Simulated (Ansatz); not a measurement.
The same path of Cl3HSi + H (6 atoms, charge 0, multiplicity 2) was run twice with different band settings. Lost on the way: H1–Si2. Made: H1–H6.

Theory: Ansatz, UKS PBE0-D4/def2-SVP.

Relaxed end points:

```xyz
6
Properties=species:S:1:pos:R:3
H -0.797 -0.272 0.322
Si 0.377 0.400 -0.268
Cl 1.139 -0.746 -1.781
Cl 1.809 0.669 1.165
Cl -0.174 2.220 -1.017
H -2.354 -2.271 1.580
```

```xyz
6
Properties=species:S:1:pos:R:3
H -1.809 -1.227 1.015
Si 0.351 0.701 -0.405
Cl 0.925 -0.763 -1.736
Cl 1.616 0.664 1.220
Cl 0.481 2.540 -1.323
H -1.563 -1.915 1.230
```

Common settings: movable images 7; climbing image yes; spring 5.0 eV/Å²; start path through a guess of the saddle point; force threshold 0.05 eV/Å; iteration limit 60; end points relaxed.

| run | optimiser | largest step |
| --- | --- | --- |
| 1 | quadratic models (default) | default |
| 2 | fire | 0.02 Å |

(1) What does each run give, and how far can it be trusted?

Results:

(1) Run 1: converged after 11 iterations, highest image 0.081 eV above the first end. A vibrational analysis at the climbing image gives one clearly imaginary mode, 670i cm⁻¹: a first-order saddle point.
Run 2: converged after 54 iterations, highest image 0.090 eV above the first end. The order of the stationary point at the top wasn't checked.
